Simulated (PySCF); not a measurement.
Isomers of C4H6F4O, one GFN2-xTB conformer each. Single-point energies are computed at PBE0/pcSseg-1 (PySCF, gas phase, no added dispersion term), electronic only.

| SMILES | GFN2-xTB relative energy (kJ/mol) |
| --- | --- |
| C[C@@H](F)O[C@@H](F)C(F)F | 11.2 |
| OC[C@H](F)CC(F)(F)F | 0.0 |

Conformers: `[CH3:1][C@@H:2]([F:3])[O:4][C@@H:5]([F:6])[CH:7]([F:8])[F:9]` with C1–C2–O4–C5 172°, C2–O4–C5–F6 84°, O4–C5–C7–F8 59°; `[OH:1][CH2:2][C@H:3]([F:4])[CH2:5][C:6]([F:7])([F:8])[F:9]` with H–O1–C2–C3 -62°, O1–C2–C3–F4 65°, C2–C3–C5–C6 -91°.

Problem. What does PBE0/pcSseg-1 give for the same structures?

Solution. 
| SMILES | PBE0/pcSseg-1 E (Eh) | PBE0/pcSseg-1 (kJ/mol) | GFN2-xTB (kJ/mol) | point group |
| --- | --- | --- | --- | --- |
| OC[C@H](F)CC(F)(F)F | -629.95183 | 0.0 | 0.0 | C1 |
| C[C@@H](F)O[C@@H](F)C(F)F | -629.93834 | 35.4 | 11.2 | C1 |

Both levels put the same isomer lowest. As drawn, the lower has an O–H bond, which the higher lacks.

Problem. Which frontier levels, dipoles and rotational constants go with these structures?

Solution. 
```csv
SMILES,"HOMO (eV, PBE0/pcSseg-1)",LUMO (eV),dipole (D),"A, B, C (MHz)"
OC[C@H](F)CC(F)(F)F,-8.41,1.32,1.60,"2617, 982.9, 872.7"
C[C@@H](F)O[C@@H](F)C(F)F,-9.57,1.32,2.41,"2992, 922.7, 738.0"
```

Problem. As an exercise, what shares would exp(−E/RT) give at 1000 K from these electronic energies alone (no entropy, no degeneracies)?

Solution. RT = 8.314 kJ/mol: OC[C@H](F)CC(F)(F)F 98.6 %, C[C@@H](F)O[C@@H](F)C(F)F 1.4 %.
